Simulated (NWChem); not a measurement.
System: H$_{3}$O$_{2}$ cation; SMILES O[OH2+]

The following NWChem deck was run.

```
start job
memory heap 200 mb stack 900 mb global 1100 mb
charge 1
geometry units angstroms noautoz
  O     -0.001549     0.804195    -0.118734
  O      0.001097    -0.640962     0.083622
  H      0.012612     1.107991     0.829942
  H      0.809011    -0.975738    -0.403286
  H     -0.819396    -0.975496    -0.381934
end
basis spherical
  * library def2-svp
end
dft
  xc slater pw91lda
  iterations 150
  mulliken
end
task dft energy
```

All runs use the structure optimised with PBE-D3(BJ)/def2-SVP.

Q: Predict the main results of this run. (LDA (Slater exchange, PW92)/def2-SVP.) Quantities: energy (Ha); highest occupied level (eV); orbital gap (eV).

A: 
```json
{
  "energy (Ha)": "-150.60",
  "highest occupied level (eV)": "-15.19",
  "orbital gap (eV)": "4.73"
}
```
